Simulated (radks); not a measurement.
The numbers below are computed, except where a source is named.
Numerical settings for the ruthenium ion Ru+, [Kr] 4d7. Level of theory: Dirac Kohn-Sham, PBEsol, spin-unpolarised, spherical densities, finite nucleus; open shells fill j = l - 1/2 first; Fermi nuclear charge, rms radius 4.4809 fm (a radial shooting solver on a logarithmic mesh with Libxc functionals). The defaults (mesh step 0.008 in ln r, mesh end at 40 bohr or more with all orbitals vanishing there, Anderson mixing 0.5 over 9 steps, residual threshold near 1e-9 with the energy settled to 1e-9 hartree or 1e-11 of itself, here a cap of 53 iterations) give E = -4528.8915 hartree and 4d5/2 at -12.366 eV in 14 iterations. Run on one thread of a shared host, so times are rough (Intel(R) Xeon(R) 6975P-C): 0.09 s of CPU time, 0.09 s wall, 14 iterations on 2259 mesh points. Changes against that run (0 stands for a change within the tolerance of the run):

mesh step in ln r 0.012: iterations 14; converged yes; E (mhartree) 0; e(4d5/2) (meV) 0; CPU (s) 0.06
mesh step in ln r 0.02: iterations 14; converged yes; E (mhartree) 0; e(4d5/2) (meV) 0; CPU (s) 0.04
mesh step in ln r 0.005: iterations 14; converged yes; E (mhartree) 0; e(4d5/2) (meV) 0; CPU (s) 0.14
mesh end (bohr) 1: iterations 13; converged level above zero; E (mhartree) +1.72e+05; e(4d5/2) (meV) +4.85e+05; CPU (s) 0.06
mesh end (bohr) 12: iterations 14; converged yes; E (mhartree) 0; e(4d5/2) (meV) +0.0203; CPU (s) 0.08
residual threshold 0.001: iterations 9; converged yes; E (mhartree) 0; e(4d5/2) (meV) -1.16; CPU (s) 0.06
residual threshold 0.1: iterations 9; converged yes; E (mhartree) 0; e(4d5/2) (meV) -1.16; CPU (s) 0.06
mixing 1.5: iterations 15; converged yes; E (mhartree) 0; e(4d5/2) (meV) 0; CPU (s) 0.09
linear mixing, mixing 1: iterations 53; converged no; E (mhartree) +1.53e+04; e(4d5/2) (meV) -1.36e+05; CPU (s) 0.84
linear mixing, mixing 0.5: iterations 30; converged yes; E (mhartree) 0; e(4d5/2) (meV) 0; CPU (s) 0.14
mixing history 3: iterations 16; converged yes; E (mhartree) 0; e(4d5/2) (meV) 0; CPU (s) 0.09
iteration cap 2: iterations 2; converged no; E (mhartree) +469; e(4d5/2) (meV) -1.3e+04; CPU (s) 0.02

Settled on a wrong energy, with an occupied level pushed above zero by the early mesh end: mesh end (bohr) 1 (+172 hartree). Apart from these: no run marked as converged misses the energy by more than 1 mhartree. A mesh that ends early acts as a hard wall.
